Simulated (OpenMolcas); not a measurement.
Fe2+ among 6 point charges of -1 e arranged as an octahedron (Oh).

```
Program             : OpenMolcas 26.06
Method              : SS-CASPT2, IPEA 0.25 Eh, imaginary shift 0.1 Eh (closed shells correlated: 3s 3p)
Basis               : ANO-RCC-VDZP [5s4p2d1f]
Scalar Hamiltonian  : DKH2, point nucleus
Active space        : 6 electrons in 5 orbitals (3d)
State averaging     : 2S+1 = 5 even, 5 roots; 2S+1 = 3 even, 45 roots; 2S+1 = 1 even, 50 roots
Spin-orbit coupling : RASSI with atomic mean-field integrals over the reference wave functions
```

All point charges move together. At R = 1.8 Å the first state of the same spin is 6170 cm-1, and at R = 1.99 Å it is 4110 cm-1.

Task: A third run gives 2810 cm-1. What distance was it run at?

Result: With a power law R^-n the two known points give n = -ln(4110 / 6170) / ln(1.99 / 1.8) = 4.05. Then R = 1.8 × (6170 / 2810)^(1/4.05) = 2.186 Å. The run was at 2.18 Å, so the estimate is off by +0.006 Å.

Roots that are degenerate in the reference are averaged as groups; the widest CASPT2 spread within a group is 770 cm-1 (the 3-fold group of multiplicity 3 near 54500 cm-1 above the lowest state of its run, R = 1.8). Shifts and gaps below about the spread of the groups concerned are not significant. An orbital triplet at a regular site is open to Jahn-Teller coupling, which can distort the site and quench the lowest spin-orbit gaps and is left out. Free-ion shares, where given, are those of the reference states; single-state CASPT2 does not remix them. The ground term spreads over less than 5000 cm-1, several times less than with real ligands, so orbital moments are less quenched and χT lies further from the spin-only value than at real sites (holds for R = 1.99; R = 2.18). Point charges carry no covalency, so the field is a model and not that of real ligands. No measured value stands beside these numbers.
